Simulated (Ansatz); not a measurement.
Method: frozen-core CCSD(T)/def2-TZVPP // BP86-D3(BJ)/def2-SVP (Ansatz, an electronic-structure program).

Ansatz 0.2 input:
```yaml
crystal:
  periodic: [false, false, false]
  atoms:
    - { symbol: Zr, position_ang: [-0.241591, -0.116917, -0.083766] }
    - { symbol: N, position_ang: [0.201996, 1.856466, -0.476199] }
    - { symbol: H, position_ang: [0.967146, 2.360075, -0.00651] }
    - { symbol: H, position_ang: [-0.18528, 2.481382, -1.193612] }
    - { symbol: N, position_ang: [-1.36393, -0.253414, 1.638498] }
    - { symbol: H, position_ang: [-1.554576, 0.459884, 2.352626] }
    - { symbol: H, position_ang: [-1.924311, -1.084596, 1.872729] }
    - { symbol: N, position_ang: [1.523585, -1.15661, 0.139908] }
    - { symbol: H, position_ang: [2.344794, -0.990367, -0.458272] }
    - { symbol: H, position_ang: [1.800962, -1.828668, 0.865533] }
    - { symbol: N, position_ang: [-1.331017, -0.911401, -1.642118] }
    - { symbol: H, position_ang: [-1.035117, -1.565206, -2.377155] }
    - { symbol: H, position_ang: [-2.346653, -0.775256, -1.739868] }
basis:
  gaussian: { orbitals: def2-TZVPP }
correlation:
  method: ccsd_t
```

Output:

```
Functional definition: HF
1756 factors; integrals over basis functions are off by at most 1.1e-3 eV
mean field evaluation 1: about -7316.0638 eV, gradient 7.3e1 eV
mean field evaluation 2: about -7316.1634 eV, gradient 7.3e1 eV
mean field evaluation 4: about -7326.3335 eV, gradient 4.0e0 eV
mean field evaluation 8: about -7326.4239 eV, gradient 3.0e-1 eV
mean field evaluation 16: about -7326.4244 eV, gradient 1.7e-6 eV
mean field -7326.42437565 eV, -269.2411297765 hartree, gradient 1.7e-6 eV, S^2 0.000000; 0 other end points of the search recorded, 0 dependent functions left out
4 core orbitals not correlated
reference -7326.42437565 eV, -269.2411297765 hartree; 20, 20 occupied and 268, 268 virtual orbitals, 1756 factors
second order -33.54633911 eV of doubles, -0.00000000 eV of singles
cycle   1  -33.19621846 eV  change    3.5e-1 eV  update   1.5e-1
cycle   2  -33.94317912 eV  change   -7.5e-1 eV  update   5.2e-2
cycle   3  -34.18467473 eV  change   -2.4e-1 eV  update   2.9e-2
cycle   4  -34.17184903 eV  change    1.3e-2 eV  update   9.4e-3
cycle   5  -34.16559440 eV  change    6.3e-3 eV  update   4.2e-3
cycle   6  -34.16767647 eV  change   -2.1e-3 eV  update   1.3e-3
cycle   7  -34.16711545 eV  change    5.6e-4 eV  update   5.5e-4
cycle   8  -34.16701332 eV  change    1.0e-4 eV  update   1.4e-4
cycle   9  -34.16709099 eV  change   -7.8e-5 eV  update   6.3e-5
cycle  10  -34.16707181 eV  change    1.9e-5 eV  update   2.0e-5
perturbative correction -1.47213264 eV, -0.0540998768 hartree
Total energy: -7362.06358011 eV, -270.5508463831 hartree
```

Cost: roughly 25 core-minutes.
